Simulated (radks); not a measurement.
Pt71+, 7 electrons, occupied as [He] 2s2 2p3. Calculated with a radial shooting solver on a logarithmic mesh with Libxc functionals: scalar-relativistic Kohn-Sham, PBE, spin-polarised, spherical densities, finite nucleus; open shells are filled with parallel spins first (spin-orbit coupling, left out, can overturn this in heavy ions); Fermi nuclear charge, rms radius 5.427 fm.

Normalised radial functions P(r) = r R(r), r in bohr:

```
   r/bohr * 2s up, o 2p down (the largest magnitude, 3.93, reaches the edge; | marks zero, & curves that meet)
 0.001499                             o      *
 0.001802                             o       *
 0.002183                             |o       *
 0.002624                             |o        *
 0.003179                             |o         *
 0.003821                             |o          *
  0.00463                             | o          *
  0.00561                             |  o          *
 0.006744                             |  o           *
 0.008171                             |    o         *
 0.009822                             |     o       *
   0.0119                             |       o   *
  0.01431                             |         &
  0.01733                             |     *      o
  0.02083                             |*              o
  0.02525                        *    |                  o
  0.03035                 *           |                     o
  0.03677           *                 |                        o
   0.0442      *                      |                         o
  0.05355  *                          |                          o
  0.06437  *                          |                        o
  0.07799     *                       |                    o
  0.09375          *                  |                o
   0.1136                *            |          o
   0.1365                     *       |      o
   0.1654                         *   |  o
   0.1989                            *|o
    0.241                             &
```

2s up: eigenvalue -20759 eV, 1 radial node at r = 0.0216 bohr, <r> = 0.0703 bohr, 90 % of the charge inside 0.109 bohr. 2p down (empty): eigenvalue -18933.4 eV, 0 radial nodes, <r> = 0.0630 bohr, 90 % of the charge inside 0.102 bohr.
